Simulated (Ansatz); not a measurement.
Computed with Ansatz on PBE0-D4/def2-TZVP structures; ΔE is electronic, products minus reactants. CCSD(T)/CBS adds triple-zeta CCSD(T) − MP2 to the extrapolated MP2 energy (def2 sets, frozen cores). This one scheme is used for every species. DFT in def2-TZVPP. B3LYP here is the variant with VWN-RPA as its local correlation; programs differ in this. def2 core potentials past Kr. For Se, Sn outer-core shells are correlated without core-valence functions, which leaves a few kJ/mol of doubt a bond. Scalar relativity is left out up to krypton. One conformer a species, not always the lowest.

Reaction (ligand exchange at the Sn–C bond): `N#[C][Sn]([F])([F])[F]` + H₂Se → `[F][Sn]([F])([F])[SeH]` + `C#N`

Q: Is it downhill or uphill in electronic energy at CCSD(T)/CBS, and by how much? (Estimate.)

A: The calculation gave: Downhill: ΔE = -92.1 kJ/mol.

Q: What do these levels give: LDA (SPW92), BHLYP-D4, ωB97M-V, PBE, revPBE, BLYP, r2SCAN, PBE0, B3LYP, RPA@PBE/def2-TZVPP, HF/def2-SVP, MP2/def2-SVP? (Best estimate.)

A: Ansatz gave: LDA (SPW92) -98.7, BHLYP-D4 -97.0, ωB97M-V -90.1, PBE -96.0, revPBE -93.6, BLYP -95.3, r2SCAN -95.9, PBE0 -94.8, B3LYP -94.9, RPA@PBE/def2-TZVPP -73.3, HF/def2-SVP -89.5, MP2/def2-SVP -83.1 kJ/mol.

Largest T1 diagnostic among the species: 0.015.

Leaving LDA and LC-ωPBE aside and taking each functional with its dispersion term where it has one, the values, not all of them listed here, spread over 11.3 kJ/mol, from BLYP-D4 to B97M-V. At CCSD(T), def2-SVP lies +10.4 kJ/mol from the extrapolated value and def2-TZVPP +12.2 kJ/mol.
